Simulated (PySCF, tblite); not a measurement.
Isomers of [C6H11NO]- (charge -1 and doublet state), one GFN2-xTB conformer each. Single-point energies are computed at B3LYP/pcH-1 (PySCF, gas phase, no added dispersion term), electronic only. GFN2-xTB treats the open shell by occupation alone, and not every SCF solution was tested for stability.

| SMILES | GFN2-xTB relative energy (kJ/mol) |
| --- | --- |
| CC(C)=CCN[CH][O-] | 66.4 |
| C=C[C]([O-])N(C)CC | 0.0 |

Conformers: `[CH3:1][C:2]([CH3:3])=[CH:4][CH2:5][NH:6][CH:7][O-:8]` (charge -1 and doublet state) with C2–C4–C5–N6 87°, C4–C5–N6–C7 103°, C5–N6–C7–O8 41°; `[CH2:1]=[CH:2][C:3]([O-:4])[N:5]([CH3:6])[CH2:7][CH3:8]` (charge -1 and doublet state) with C1–C2–C3–O4 176°, C2–C3–N5–C6 -79°, C3–N5–C7–C8 -64°.

Problem. What does B3LYP/pcH-1 give for the same structures?

Solution. 
| SMILES | B3LYP/pcH-1 E (Eh) | B3LYP/pcH-1 (kJ/mol) | GFN2-xTB (kJ/mol) | point group |
| --- | --- | --- | --- | --- |
| C=C[C]([O-])N(C)CC | -365.23985 | 0.0 | 0.0 | C1 |
| CC(C)=CCN[CH][O-] | -365.21289 | 70.8 | 66.4 | C1 |

Both levels put the same isomer lowest. As drawn, the higher has an N–H bond, which the lower lacks.

Problem. What happens when harmonic zero-point energies from GFN2-xTB frequencies are added?

Solution. 
```json
{"SMILES": "C=C[C]([O-])N(C)CC", "ZPE (kJ/mol)": "408.0", "electronic (kJ/mol)": "0.0", "with ZPE (kJ/mol)": "0.0"}
{"SMILES": "CC(C)=CCN[CH][O-]", "ZPE (kJ/mol)": "403.2", "electronic (kJ/mol)": "70.8", "with ZPE (kJ/mol)": "66.0"}
```

The zero-point energies span 4.8 kJ/mol. The order is unchanged.
